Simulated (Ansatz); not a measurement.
## Relative stability

Two relaxed structures of LiAlSiH$_{4}$O, closed shell (PBE0-D4/def2-TZVP; forces vanish, vibrations not checked).

A:

```
8
angstrom
Li -2.2152 0.9251 -0.3458
Si -0.0756 1.6555 0.2140
O -0.6922 -0.0053 -0.1427
Al 0.1741 -1.4733 -0.1681
H 1.1288 1.7271 -0.6991
H 0.6520 1.4295 1.5212
H -0.6848 -2.7509 -0.5518
H 1.7130 -1.5078 0.1724
```

B:

```
8
angstrom
Li 0.2559 1.4439 -0.2399
Si -1.7256 0.8300 1.2968
O -0.6377 -0.0378 0.4936
Al 0.5942 -1.0815 -0.4010
H 1.3507 0.2934 -1.0254
H -1.1125 2.2505 0.7800
H -0.1518 -1.8946 -1.5492
H 1.5250 -1.8116 0.6651
```

Ansatz 0.2.0; basis: def2-TZVPP; cores frozen in the correlated methods. The outer core shell of Li, Na, Mg and K is correlated. B3LYP uses VWN-RPA correlation.

(1) Which structure is lower at CCSD(T), and by how much? (An estimate is asked for; the value comes from the calculation.)

T1 diagnostic: at most 0.015. The restricted Hartree–Fock reference is unstable towards an unrestricted one at one or more of these structures.

Answers

(1) The calculation gives: B, by 0.298 eV (electronic energy, against the other). By their contacts, A is LiAlSiH₄O ([AlH2][O]1[Li][SiH2]1) and B is LiAlSiH₄O ([H]1[AlH2]2[O]3[Si]4[H][Li]1324).

All methods give the same order:

```csv
method,E(B) − E(A) (eV)
PBE-D4,-0.247
r2SCAN-D4,-0.201
PBE0-D4,-0.211
B3LYP-D4,-0.307
wB97M-V,-0.329
HF,-0.288
MP2,-0.220
CCSD,-0.300
CCSD(T),-0.298
```

Labels in which every atom is bracketed show which atoms are joined, not bond orders.

For scale, one of the runs: CCSD(T)/def2-TZVPP, 190 basis functions, launched by `ansatz run in.yaml --threads 2 --pin off --events-out ev --progress --plain --max-ram 4352MiB`. Time: 36 s of wall clock on 2 CPU threads of an Arm Neoverse V1; the host was shared. Peak host memory: 1.9 GiB.
